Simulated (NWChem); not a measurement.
All runs are NWChem calculations. System: H$_{4}$FInO, charge 1, spin multiplicity 2, at the geometry of a parent with another charge or spin, in a state set for the comparison that need not be this species' ground state. Its SCF solution wasn't tested for a lower state. Level: UPBE/def2-SVPD with def2 effective core potentials on In.

NWChem printed:

```
             Northwest Computational Chemistry Package (NWChem) 7.3.0
             --------------------------------------------------------

                                NWChem Input Module
                                -------------------

 Scaling coordinates for geometry "geometry" by  1.889725989
 (inverse scale =  0.529177249)

                             Geometry "geometry" -> ""
                             -------------------------

 Output coordinates in angstroms (scale by  1.889725989 to convert to a.u.)

  No.       Tag          Charge          X              Y              Z
 ---- ---------------- ---------- -------------- -------------- --------------
    1 In                  49.0000     0.31213700    -0.37972600    -0.05137400
    2 H                    1.0000     0.52596700    -1.23212800     1.42246900
    3 H                    1.0000     1.13112300    -0.16794200    -1.55196200
    4 F                    9.0000    -1.66439200     0.11006800    -0.29483400
    5 O                    8.0000    -0.13236200     1.86041700     0.61998400
    6 H                    1.0000    -1.03961700     1.56635900     0.33066400
    7 H                    1.0000     0.12625200     2.56633400     0.00978200

 Effective nuclear repulsion energy (a.u.)     285.7044464883

            Nuclear Dipole moment (a.u.)
            ----------------------------
        X                 Y               Z
 ---------------- ---------------- ----------------
     0.0000264562    -0.0000056692    -0.0000132281


 Summary of "ao basis" -> "" (spherical)
 ------------------------------------------------------------------------------
       Tag                 Description            Shells   Functions and Types
 ---------------- ------------------------------  ------  ---------------------
 *                         def2-svpd                  on all atoms

 Summary of "ao basis" -> "ao basis" (spherical)
 ------------------------------------------------------------------------------
       Tag                 Description            Shells   Functions and Types
 ---------------- ------------------------------  ------  ---------------------
 In                        def2-svpd                12       32   5s4p3d
 H                         def2-svpd                 4        8   2s2p
 F                         def2-svpd                 9       23   4s3p2d
 O                         def2-svpd                 9       23   4s3p2d

 Summary of "ao basis" -> "ao basis" (spherical)
 ------------------------------------------------------------------------------
       Tag                 Description            Shells   Functions and Types
 ---------------- ------------------------------  ------  ---------------------
 In                        def2-svpd                12       32   5s4p3d
 H                         def2-svpd                 4        8   2s2p
 F                         def2-svpd                 9       23   4s3p2d
 O                         def2-svpd                 9       23   4s3p2d

            General Information
            -------------------
          SCF calculation type: DFT
          Wavefunction type:  spin polarized.
          No. of atoms     :     7
          No. of electrons :    41
           Alpha electrons :    21
            Beta electrons :    20
          Charge           :     1
          Spin multiplicity:     2
          Use of symmetry is: off; symmetry adaption is: off
          Maximum number of iterations: 100
          AO basis - number of functions:   110
                     number of shells:    46
          Convergence on energy requested:  1.00D-06
          Convergence on density requested:  1.00D-05
          Convergence on gradient requested:  5.00D-04

              XC Information
              --------------
          PerdewBurkeErnzerhof Exchange Functional  1.000
            Perdew 1991 LDA Correlation Functional  1.000 local
           PerdewBurkeErnz. Correlation Functional  1.000 non-local

             Grid Information
             ----------------
          Grid used for XC integration:  medium
          Radial quadrature: Mura-Knowles
          Angular quadrature: Lebedev.
          Tag              B.-S. Rad. Rad. Pts. Rad. Cut. Ang. Pts.
[...]
  ----- ------------  ---------------      ----- ------------  ---------------
    53      0.475579  4 F  px                56     -0.297361  4 F  px
     3      0.290631  1 In s                 33      0.220641  2 H  s
    12      0.210756  1 In px                13     -0.173020  1 In py
     4      0.157165  1 In s                  1     -0.151680  1 In s
    76     -0.132531  5 O  px                20     -0.129821  1 In d  0

 Vector   19  Occ=1.000000D+00  E=-5.366908D-01
              MO Center= -1.1D+00,  9.4D-02, -3.1D-01, r^2= 2.1D+00
   Bfn.  Coefficient  Atom+Function         Bfn.  Coefficient  Atom+Function
  ----- ------------  ---------------      ----- ------------  ---------------
    55      0.543305  4 F  pz                58     -0.353855  4 F  pz
    14     -0.217189  1 In pz                41      0.163116  3 H  s
    54      0.161197  4 F  py                76     -0.127178  5 O  px
    57     -0.106981  4 F  py                33     -0.099250  2 H  s
    61     -0.087171  4 F  pz                12      0.077687  1 In px

 Vector   20  Occ=1.000000D+00  E=-5.089815D-01
              MO Center= -6.7D-01,  1.1D+00,  3.1D-01, r^2= 2.5D+00
   Bfn.  Coefficient  Atom+Function         Bfn.  Coefficient  Atom+Function
  ----- ------------  ---------------      ----- ------------  ---------------
    78     -0.382882  5 O  pz                54      0.352370  4 F  py
    77     -0.304130  5 O  py                81     -0.253212  5 O  pz
    57     -0.230887  4 F  py                53      0.214493  4 F  px
    80     -0.209558  5 O  py                56     -0.147380  4 F  px
    13      0.109047  1 In py                33     -0.106550  2 H  s

 Vector   21  Occ=0.000000D+00  E=-4.973947D-01
              MO Center=  1.3D-01, -2.4D-01, -1.2D-01, r^2= 3.8D+00
   Bfn.  Coefficient  Atom+Function         Bfn.  Coefficient  Atom+Function
  ----- ------------  ---------------      ----- ------------  ---------------
    14      0.339984  1 In pz                55      0.328815  4 F  pz
    41     -0.309048  3 H  s                 33      0.287397  2 H  s
    58     -0.219566  4 F  pz                78     -0.156755  5 O  pz
    42     -0.129174  3 H  s                 21      0.128187  1 In d  1
    34      0.107769  2 H  s                 81     -0.101864  5 O  pz

 Vector   22  Occ=0.000000D+00  E=-2.685279D-01
              MO Center=  3.6D-01, -6.1D-01, -1.8D-01, r^2= 3.8D+00
   Bfn.  Coefficient  Atom+Function         Bfn.  Coefficient  Atom+Function
  ----- ------------  ---------------      ----- ------------  ---------------
    13      0.528179  1 In py                16      0.360589  1 In py
    12      0.332583  1 In px                14      0.263595  1 In pz
    15      0.231577  1 In px                 4     -0.193478  1 In s
     3     -0.176710  1 In s                 17      0.161451  1 In pz
    10     -0.126374  1 In py                34      0.125862  2 H  s

 Vector   23  Occ=0.000000D+00  E=-2.534895D-01
              MO Center=  4.7D-01, -1.6D-01,  1.1D-02, r^2= 4.3D+00
   Bfn.  Coefficient  Atom+Function         Bfn.  Coefficient  Atom+Function
  ----- ------------  ---------------      ----- ------------  ---------------
     4      1.070704  1 In s                  3      0.756554  1 In s
    42     -0.492780  3 H  s                 34     -0.481313  2 H  s
     1     -0.369171  1 In s                 75     -0.319701  5 O  s
    16      0.295987  1 In py                33     -0.297390  2 H  s
    41     -0.297455  3 H  s                 52     -0.214143  4 F  s

   alpha - beta orbital overlaps
   -----------------------------

   alpha      1      2      3      4      5      6      7      8      9     10
    beta      1      2      3      4      5      6      7      8      9     10
 overlap   1.000  1.000  1.000  0.976  0.975  1.000  0.999  0.999  0.998  0.991

   alpha     11     12     13     14     15     16     17     18     19     20
    beta     11     12     13     14     15     16     19     18     17     21
 overlap   0.991  0.998  0.999  1.000  0.988  0.973  0.784  0.952  0.759  0.898

   alpha     21     22     23     24     25     26     27     28     29     30
    beta     20     23     22     24     25     26     27     28     29     30
 overlap   0.957  0.846  0.862  0.988  0.999  0.965  0.946  0.973  0.927  0.923

   alpha     31     32     33     34     35     36     37     38     39     40
    beta     31     32     33     34     35     36     37     38     39     40
 overlap   0.986  0.991  0.961  0.938  0.885  0.977  0.983  0.968  0.975  0.972

   alpha     41     42     43     44     45     46     47     48     49     50
    beta     41     43     42     44     45     46     47     48     49     50
 overlap   0.970  0.785  0.746  0.885  0.989  0.976  0.980  0.941  0.971  0.926

   alpha     51     52     53     54     55     56     57     58     59     60
    beta     51     52     53     54     55     56     57     59     58     60
 overlap   0.997  0.991  0.917  0.916  0.979  0.986  0.994  0.731  0.750  0.954

   alpha     61     62     63     64     65     66     67     68     69     70
    beta     61     62     63     64     65     66     67     67     69     70
 overlap   0.994  0.993  0.997  0.995  0.996  0.995  0.754  0.650  0.804  0.990

   alpha     71     72     73     74     75     76     77     78     79     80
    beta     72     71     73     74     75     76     77     78     79     80
 overlap   0.915  0.930  0.953  0.995  1.000  1.000  0.999  0.999  0.985  0.985

   alpha     81     82     83     84     85     86     87     88     89     90
    beta     81     82     83     84     85     86     87     88     89     90
 overlap   0.782  0.849  0.892  0.931  0.888  0.964  0.920  0.927  0.824  0.845

   alpha     91     92     93     94     95     96     97     98     99    100
    beta     91     93     92     94     95     96     97     98     99    100
 overlap   0.970  0.985  0.993  0.993  0.998  1.000  1.000  1.000  1.000  0.997

   alpha    101    102    103    104    105    106    107    108    109    110
    beta    101    102    103    104    105    106    107    108    109    110
 overlap   0.985  0.989  0.989  0.993  1.000  1.000  1.000  1.000  1.000  1.000

     --------------------------
     Expectation value of S2:
     --------------------------
      <S2> =      0.7592 (Exact =     0.7500)

 center of mass
 --------------
 x =   0.03532555 y =  -0.11085491 z =  -0.01688363

 moments of inertia (a.u.)
 ------------------
         339.128925657106          82.237117438039         -17.259173298561
          82.237117438039         283.513952762613         -67.982094920942
         -17.259173298561         -67.982094920942         532.169573675981

     Multipole analysis of the density
     ---------------------------------

     L   x y z        total         alpha         beta         nuclear
     -   - - -        -----         -----         ----         -------
     0   0 0 0      1.000000    -21.000000    -20.000000     42.000000

     1   1 0 0      1.131174      8.667346      8.979697    -16.515869
     1   0 1 0      0.270576     -9.671269    -10.150336     20.092181
     1   0 0 1     -0.305520     -1.378722     -1.645102      2.718305

     2   2 0 0    -24.018809    -67.484840    -62.847437    106.313468
     2   1 1 0     -1.294723     14.633943     13.533481    -29.462146
     2   1 0 1     -1.284042     -3.771647     -4.916670      7.404274
     2   0 2 0    -15.652845    -83.341522    -80.196843    147.885519
     2   0 1 1     -1.552113    -15.138393    -16.396558     29.982839
     2   0 0 2    -22.202103    -29.455543    -22.937226     30.190665

 Task  times  cpu:      138.6s     wall:      138.6s

 Total times  cpu:      138.7s     wall:      138.7s
```

Question: Write an NWChem input that would produce this output.

Answer: One answer among several that fit: 
```
start mol
memory heap 200 mb stack 900 mb global 1100 mb
charge 1
geometry units angstroms nocenter noautoz noautosym
  In     0.312137    -0.379726    -0.051374
  H      0.525967    -1.232128     1.422469
  H      1.131123    -0.167942    -1.551962
  F     -1.664392     0.110068    -0.294834
  O     -0.132362     1.860417     0.619984
  H     -1.039617     1.566359     0.330664
  H      0.126252     2.566334     0.009782
end
basis spherical
  * library def2-svpd
end
ecp
  In library def2-ecp
end
dft
  xc xpbe96 cpbe96
  odft
  mult 2
  semidirect memsize 60000000 filesize 0
  iterations 100
end
task dft energy
```
